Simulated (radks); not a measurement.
Task: All-electron atom: Tb+ in [Xe] 4f9 6s1 (the NIST ground configuration). Method: scalar-relativistic Kohn-Sham, Slater X-alpha with alpha = 0.806, spin-polarised, spherical densities, finite nucleus; open shells are filled with parallel spins first (spin-orbit coupling, left out, can overturn this in heavy ions); Fermi nuclear charge, rms radius 5.06 fm; computed with a radial shooting solver on a logarithmic mesh with Libxc functionals. Some entries of the table are withheld. Estimate them.

orbital,occ.,eigenvalue (Ry),r(max) (bohr)
1s up,1,-3817.340,0.01364
1s down,1,-3817.339,0.01364
2s up,1,-634.6085,0.07745
2s down,1,-634.6012,0.07745
2p up,3,-564.6729,0.06270
2p down,3,-564.6676,0.06270
3s up,1,-141.4598,0.2195
3s down,1,-141.2721,0.2194
3p up,3,-119.8431,0.2154
3p down,3,-119.6571,0.2153
3d up,5,-91.58176,0.1758
3d down,5,-91.43707,0.1757
4s up,1,-28.60369,0.5035
4s down,1,-28.19026,0.5033
4p up,3,-21.46446,0.5254
4p down,3,-21.05462,0.5252
4d up,5,-11.63893,0.5444
4d down,5,-11.23571,0.5442
5s up,1,-4.13214,1.171
5s down,1,-3.91163,1.182
5p up,3,-2.42824,1.332
5p down,3,-2.25449,1.351
4f up,7,-0.96549,0.5490
6s up,1,-0.70543,(1)
4f down,2,-0.61004,0.5517
6s down,0,-0.53227,(2)

Result: 
(1) 6s up r(max) (bohr): 3.216
(2) 6s down r(max) (bohr): 3.163
